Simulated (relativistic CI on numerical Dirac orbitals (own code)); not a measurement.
**Electric-dipole transitions in Nd¹⁵⁺**

These numbers are calculated, not measured: Dirac-Coulomb-Breit CI, KLI orbitals optimised for each configuration, model QED, unscaled Slater integrals (own radial code, finite nucleus).

Configuration list (outside the closed core [Ar] 3d10): 4s2 4p6 4d9, 4s2 4p5 4d10, 4s2 4p6 4d8 4f, 4s 4p6 4d10, 4s2 4p6 4d8 5s, 4s2 4p5 4d9 4f, 4s2 4p6 4d8 5p, 4s 4p6 4d9 4f, 4s2 4p6 4d7 4f 5s, 4s2 4p6 4d8 5d, 4s2 4p6 4d7 5s 5p, 4s2 4p5 4d9 5s, 4s2 4p6 4d8 5f, 4s2 4p6 4d8 6s, 4s2 4p6 4d8 6p, 4s2 4p5 4d9 5p, 4s2 4p6 4d8 5g, 4s2 4p6 4d8 6d, 4s2 4p6 4d8 6f, 4s2 4p6 4d8 7s, 4s2 4p6 4d8 7p, 4s2 4p5 4d9 5d, 4s 4p6 4d9 5s, 4s2 4p6 4d7 5s2, 4s2 4p6 4d6 4f 5s2, 4s2 4p5 4d7 4f 5s2, 4s2 4p6 4d6 5s2 5p, 4p6 4d9 4f2, 4p5 4d10 4f2, 4p6 4d8 4f3, 4p6 4d8 4f2 5s, 4p5 4d9 4f3, 4p6 4d8 4f2 5p. Double excitations out of closed p, d and f shells are left out; levels of such configurations are missing from the list, as are those of other unlisted configurations, and high levels can miss mixing partners. These lack a partner that the ground configuration has and come out too high: 4s2 4p6 4d8 5d, 4s2 4p5 4d9 5s, 4s2 4p6 4d8 5f, 4s2 4p6 4d8 6s, 4s2 4p6 4d8 6p.

| λ vac (Å) | Lower | Upper | A (s⁻¹) | log gf | S velocity/length |
| --- | --- | --- | --- | --- | --- |
| 50.752 | 4s2 4p6 4d9 2D_5/2 [1] | 4s2 4p5 4d9 5s 2F°_7/2 [250] | 2.58e+11 | -0.10 | 0.89 |
| 74.720 | 4s2 4p6 4d9 2D_3/2 [2] | 4s2 4p6 4d8 5p 4D°_1/2 [130] | 4.20e+11 | -0.15 | 0.69 |
| 74.772 | 4s2 4p6 4d9 2D_5/2 [1] | 4s2 4p6 4d8 5p 2F°_7/2 [116] | 1.35e+11 | -0.04 | 0.95 |
| 75.203 | 4s2 4p6 4d9 2D_3/2 [2] | 4s2 4p6 4d8 4f 2P°_1/2 [127] | 3.56e+12 | 0.78 | 0.75 |
| 75.869 | 4s2 4p6 4d9 2D_5/2 [1] | 4s2 4p6 4d8 5p 4G°_5/2 [107] | 1.12e+11 | -0.24 | 0.84 |
| 76.272 | 4s2 4p6 4d9 2D_3/2 [2] | 4s2 4p6 4d8 5p 2D°_5/2 [119] | 1.70e+11 | -0.05 | 0.73 |
| 76.517 | 4s2 4p6 4d9 2D_5/2 [1] | 4s2 4p6 4d8 4f 2F°_7/2 [104] | 3.73e+12 | 1.42 | 0.69 |
| 76.631 | 4s2 4p6 4d9 2D_3/2 [2] | 4s2 4p6 4d8 4f 2F°_5/2 [117] | 3.63e+12 | 1.28 | 0.69 |
| 76.984 | 4s2 4p6 4d9 2D_5/2 [1] | 4s2 4p6 4d8 5p 4D°_5/2 [103] | 3.43e+11 | 0.26 | 0.67 |
| 77.032 | 4s2 4p6 4d9 2D_5/2 [1] | 4s2 4p6 4d8 4f 2P°_3/2 [101] | 3.70e+12 | 1.12 | 0.69 |
| 77.356 | 4s2 4p6 4d9 2D_5/2 [1] | 4s2 4p6 4d8 4f 2D°_5/2 [100] | 3.31e+12 | 1.25 | 0.61 |
| 77.646 | 4s2 4p6 4d9 2D_3/2 [2] | 4s2 4p6 4d8 4f 2D°_3/2 [110] | 3.56e+12 | 1.11 | 0.61 |
| 96.528 | 4s2 4p6 4d8 4f 4I°_13/2 [12] | 4s2 4p5 4d9 4f 2H_11/2 [290] | 1.54e+11 | 0.41 | 0.73 |
| 96.629 | 4s2 4p6 4d8 4f 4I°_15/2 [11] | 4s2 4p5 4d9 4f 4H_13/2 [280] | 2.87e+11 | 0.75 | 0.73 |
| 97.210 | 4s2 4p6 4d8 4f 4H°_13/2 [15] | 4s2 4p5 4d9 4f 2H_11/2 [290] | 1.59e+11 | 0.43 | 0.72 |
| 101.09 | 4s2 4p6 4d8 4f 4I°_13/2 [12] | 4s2 4p5 4d9 4f 4G_11/2 [253] | 6.62e+10 | 0.09 | 0.75 |
| 101.40 | 4s2 4p6 4d8 4f 4I°_11/2 [30] | 4s2 4p5 4d9 4f 4G_9/2 [267] | 1.88e+11 | 0.46 | 0.77 |
| 101.76 | 4s2 4p6 4d8 4f 4I°_11/2 [20] | 4s2 4p5 4d9 4f 4F_9/2 [255] | 1.10e+11 | 0.23 | 0.78 |
| 101.84 | 4s2 4p6 4d8 4f 4H°_13/2 [15] | 4s2 4p5 4d9 4f 4G_11/2 [253] | 1.97e+11 | 0.57 | 0.78 |
| 101.97 | 4s2 4p6 4d8 4f 4I°_13/2 [32] | 4s2 4p5 4d9 4f 4H_11/2 [264] | 2.07e+11 | 0.59 | 0.78 |
| 101.98 | 4s2 4p6 4d8 4f 4H°_11/2 [14] | 4s2 4p5 4d9 4f 4G_9/2 [249] | 2.37e+11 | 0.57 | 0.77 |
| 102.10 | 4s2 4p6 4d8 4f 4I°_15/2 [11] | 4s2 4p5 4d9 4f 4H_13/2 [244] | 2.39e+11 | 0.72 | 0.78 |
| 102.32 | 4s2 4p6 4d8 4f 4I°_13/2 [12] | 4s2 4p5 4d9 4f 2H_11/2 [247] | 1.77e+11 | 0.52 | 0.78 |
| 102.76 | 4s2 4p6 4d8 4f 4F°_7/2 [4] | 4s2 4p5 4d9 4f 4F_5/2 [230] | 1.65e+11 | 0.20 | 0.77 |
| 103.13 | 4s2 4p6 4d8 4f 4F°_9/2 [6] | 4s2 4p5 4d9 4f 4D_7/2 [232] | 1.39e+11 | 0.25 | 0.79 |
| 103.54 | 4s2 4p6 4d8 4f 4H°_9/2 [17] | 4s2 4p5 4d9 4f 4G_7/2 [246] | 2.22e+11 | 0.46 | 0.78 |
| 103.62 | 4s2 4p6 4d8 4f 4H°_9/2 [35] | 4s2 4p5 4d9 4f 4F_7/2 [259] | 2.02e+11 | 0.42 | 0.80 |
| 105.18 | 4s2 4p6 4d8 4f 4F°_9/2 [6] | 4s2 4p5 4d9 4f 4G_11/2 [224] | 4.47e+10 | -0.05 | 0.77 |
| 105.20 | 4s2 4p6 4d8 4f 4F°_7/2 [4] | 4s2 4p5 4d9 4f 4G_9/2 [223] | 4.47e+10 | -0.13 | 0.78 |
| 105.81 | 4s2 4p6 4d8 4f 4F°_9/2 [6] | 4s2 4p5 4d9 4f 4G_9/2 [223] | 5.96e+10 | 0.00 | 0.79 |
| 106.66 | 4s2 4p6 4d8 4f 4H°_13/2 [15] | 4s2 4p5 4d9 4f 4H_13/2 [228] | 7.04e+10 | 0.23 | 0.85 |
| 107.11 | 4s2 4p6 4d8 4f 4F°_7/2 [4] | 4s2 4p5 4d9 4f 4D_7/2 [218] | 5.21e+10 | -0.14 | 0.80 |
| 107.39 | 4s2 4p6 4d8 4f 4D°_7/2 [10] | 4s2 4p5 4d9 4f 2D_5/2 [222] | 1.10e+11 | 0.06 | 0.86 |
| 107.62 | 4s2 4p6 4d8 4f 4H°_11/2 [14] | 4s2 4p5 4d9 4f 4G_11/2 [224] | 7.11e+10 | 0.17 | 0.86 |
| 107.74 | 4s2 4p6 4d8 4f 4F°_9/2 [6] | 4s2 4p5 4d9 4f 4D_7/2 [218] | 7.10e+10 | 0.00 | 0.88 |
| 108.12 | 4s2 4p6 4d8 4f 4I°_9/2 [23] | 4s2 4p5 4d9 4f 2H_9/2 [229] | 1.06e+11 | 0.27 | 0.84 |
| 109.49 | 4s2 4p6 4d8 4f 4I°_13/2 [12] | 4s2 4p5 4d9 4f 4I_13/2 [219] | 9.79e+10 | 0.39 | 0.88 |
| 111.01 | 4s2 4p6 4d8 4f 4I°_15/2 [11] | 4s2 4p5 4d9 4f 4I_15/2 [217] | 1.21e+11 | 0.55 | 0.91 |
| 148.83 | 4s2 4p6 4d8 4f 4I°_15/2 [11] | 4s2 4p6 4d8 5d 4H_13/2 [153] | 3.71e+10 | 0.24 | 0.88 |
| 264.83 | 4s2 4p6 4d8 5p 2G°_9/2 [97] | 4s2 4p6 4d8 5d 2H_11/2 [150] | 5.40e+10 | 0.83 | 1.08 |
| 268.87 | 4s2 4p6 4d8 5d 2H_11/2 [150] | 4s2 4p6 4d8 5f 2I°_13/2 [283] | 7.89e+10 | 1.08 | 0.94 |
| 274.25 | 4s2 4p6 4d8 5d 4H_13/2 [153] | 4s2 4p6 4d8 5f 4I°_15/2 [284] | 8.11e+10 | 1.17 | 0.94 |
| 274.88 | 4s2 4p6 4d8 5d 4H_11/2 [172] | 4s2 4p6 4d8 5f 4I°_13/2 [342] | 8.01e+10 | 1.10 | 0.94 |
| 275.57 | 4s2 4p6 4d8 5d 4G_11/2 [156] | 4s2 4p6 4d8 5f 4H°_13/2 [289] | 6.57e+10 | 1.02 | 0.93 |
| 298.73 | 4s2 4p6 4d8 5p 4G°_11/2 [108] | 4s2 4p6 4d8 5d 4H_13/2 [153] | 4.70e+10 | 0.95 | 1.09 |

Terms are leading LS components. Brackets give the number of a level in order of energy, since labels repeat. The list gives strong lines, with weight on those to low levels, among the lowest 400 of 10883 levels, so that lines to higher ones, which can be the strongest, are missing. Levels whose partners in the same complex of configurations lie outside the list can be far off, and so can their lines. Rates are taken at the computed energies, electric ones in the length gauge. A velocity-to-length ratio far from 1 marks an uncertain rate.

At this charge energies of transitions that change n are usually good to better than 1 %, and those within a shell (Δn = 0) to a few per cent. Levels and lines within the n = 5 or 6 shells can be off by up to 10 % or somewhat more, and those that change n by about 2 %, since core polarisation is missing.

LS names give the leading component of a level, which can be under half, so a name can repeat, a term be missing and a line seem to break the LS rules.
